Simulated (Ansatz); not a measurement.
Born–Oppenheimer molecular dynamics of FGeH3O (6 atoms, charge 0, multiplicity 1). It starts at the highest image of a converged band, a first-order saddle point between two minima.

Level of theory: Ansatz, RKS PBE-D4/def2-SVP.

| Property | Result |
| --- | --- |
| ensemble | NVE (velocity Verlet) |
| time step | 0.5 fs |
| steps asked | 200 |
| starting velocities drawn for | 300 K |
| seed | 4750 |

First frame:

```xyz
6
Properties=species:S:1:pos:R:3
Ge 0.232 -0.059 -0.396
F 0.869 0.013 1.552
H 1.611 0.109 0.452
O -0.781 1.403 -0.621
H -1.734 1.198 -0.553
H -0.776 -1.272 -0.388
```

(1) How far do the bonds stretch over the last three quarters of this one trajectory? (Pairs bonded in most of those frames.)

Answers

(1) 
```tsv
bond	mean (Å)	spread (Å)	shortest	longest
Ge1–F2	1.803	0.164	1.58	2.05
Ge1–H3	1.601	0.088	1.46	1.78
Ge1–O4	1.793	0.007	1.78	1.81
Ge1–H6	1.599	0.053	1.49	1.70
O4–H5	0.985	0.022	0.95	1.02
```

Mean temperature of the second half: 2303 K. The conserved energy stayed within 0.26 meV per atom of its start (net change -0.06 meV per atom), so the integration is sound. The kinetic energy rose, since the run started high on the potential surface and went downhill. A run of 0.1 ps of so small a system gives no equilibrium averages. The orbitals stay closed-shell, which can raise the energy where a bond breaks towards radicals; this wasn't checked here.

Time of the run: 4.7 min on 1 thread of Arm Neoverse V2, with other jobs on the host, peak memory 0.13 GiB.
